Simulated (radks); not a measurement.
Dynamic dipole polarisability and lines of the palladium ion Pd18+, [Ar] 3d10. All-electron calculation, non-relativistic Kohn-Sham, LB94 model potential, spin-unpolarised, spherical densities, point nucleus. Program: a radial shooting solver on a logarithmic mesh with Libxc functionals. Time-dependent linear response with the Hartree and adiabatic LDA kernel, continuum included through the Sternheimer equations. Lines are the poles of the dipole polarisability below minus the highest occupied eigenvalue, found on a grid refined at the orbital gaps; the lowest seven at most are given, and weak or close lines can be missed. The first line takes the name of the lowest orbital gap if no other gap lies below it; otherwise a line is named after a gap within 0.6 % of it, if that gap stands alone.

photon energy (eV),alpha (bohr^3)
0,0.03219
13.275,0.03221
66.376,0.03259
119.48,0.03373
172.58,0.03590
225.68,0.03868
278.78,0.04558
331.88,0.06323
384.98,0.04121
438.08,0.08911
491.18,11.74
544.28,0.004191
597.39,-0.04394
650.49,-0.02047
703.59,0.1778
756.69,-0.01153

Lines (eV, oscillator strength): 359.55 (3.448 nm, 3d-4p), f = 0.449; 491.47 (2.523 nm, unassigned), f = 4.53; 546.87 (2.267 nm, 3d-5p), f = 0.0601; 592.78 (2.092 nm, 3p-4d), f = 1.08; 607.26 (2.042 nm, unassigned), f = 1.65; 626.48 (1.979 nm, 3s-4p), f = 0.385. Higher lines, where found, are left out when the end of the mesh affects them. Those listed give 71 % of the static polarisability (sum of f/w^2). Orbital energy gaps for comparison: 3d-4p 356.92 eV; 3d-4f 480.36 eV; 3p-4s 495.60 eV; 3d-5p 546.01 eV; 3p-4d 590.98 eV.
